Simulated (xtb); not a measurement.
A run for xtb: GFN2-xTB on NH3 (SMILES N).

```
$ xtb mol.xyz --gfn 2 --sp --chrg 0 --uhf 0
4

N      0.00000000    -0.00002166     0.27906864
H     -0.00000000     0.94280068    -0.09306197
H      0.81651180    -0.47143951    -0.09305334
H     -0.81651180    -0.47143951    -0.09305334
```

Question: Give the final energy of this run.

Answer: -4.4262 hartree.
